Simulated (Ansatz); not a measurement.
Reaction (substitution at a C–Al bond): `C[CH]([SiH3])[AlH][NH2]` + HI → `CC([SiH3])I` + `[NH2][AlH2]`

Program: Ansatz. Geometries: PBE0-D4/def2-TZVP. ΔE: electronic, gas phase. CBS: MP2 limit from def2 TZ/QZ plus the TZ coupled-cluster correction, frozen cores. This one scheme is used for every species. DFT in def2-TZVPP. Elements past krypton have def2 core potentials. For I outer-core shells are correlated without core-valence functions, which leaves a few kJ/mol of doubt a bond. One conformer a species, not always the lowest.

| level | ΔE (kcal/mol) | difference from CCSD(T)/CBS |
| --- | --- | --- |
| PBE-D4 | 9.6 | 1.9 |
| r2SCAN-D4 | 10.4 | 2.7 |
| PBE0-D4 | 10.2 | 2.5 |
| ωB97M-V | 10.2 | 2.5 |
| r2SCAN | 10.1 | 2.4 |
| SCS-MP2/def2-TZVPP | 7.5 | -0.2 |
| CCSD/def2-TZVPP | 9.5 | 1.8 |
| MP2/def2-QZVPP | 7.1 | -0.6 |
| SCS-MP2/def2-QZVPP | 6.8 | -0.9 |
| CCSD/CBS(def2) | 8.1 | 0.4 |
| CCSD(T)/CBS | 7.7 | 0 |

Largest T1 diagnostic among the species: 0.011.
